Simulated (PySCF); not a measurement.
Adding and removing an electron: CsLi

RHF-SCS-MP2; PySCF, scalar-relativistic core potentials, basis sets Cs def2-SVPD with ECP46, Li def2-SVPD. Neutral (RHF): singlet (closed shell), Re = 3.820 Å, ωe = 173 cm⁻¹, De = 0.44 eV.

CsLi⁻ (ROHF): doublet (σ ↑), Re = 4.287 Å, ωe = 110 cm⁻¹. The energies at the minima are -27.33567 hartree for CsLi and -27.34894 for CsLi⁻.

(1) Work out the adiabatic electron affinity, without and with harmonic zero-point energies (1 hartree = 27.2114 eV, 1 eV = 8065.5 cm⁻¹), and the change of the bond length.

Correlated steps freeze no core orbitals. Weak bonds: CsLi. Basis-set superposition, not corrected here, can be much of De in a small basis, most of all at correlated wavefunction levels. Spin–orbit coupling is left out. Where the molecule has an RHF reference, its open-shell atoms are computed with UHF. States were picked by a PBE0 search and need not be the measured ground states.

## Answers

(1) At SCS-MP2: 0.01327 hartree = 0.361 eV between the minima; the zero-point term (173.0 − 110.0)/2 cm⁻¹ = +0.004 eV makes it 0.365 eV. Re changes by +46.7 pm against the neutral. The electron enters a σ orbital, and the longer bond of the ion fits an antibonding orbital, or a change in how ionic the bond is.
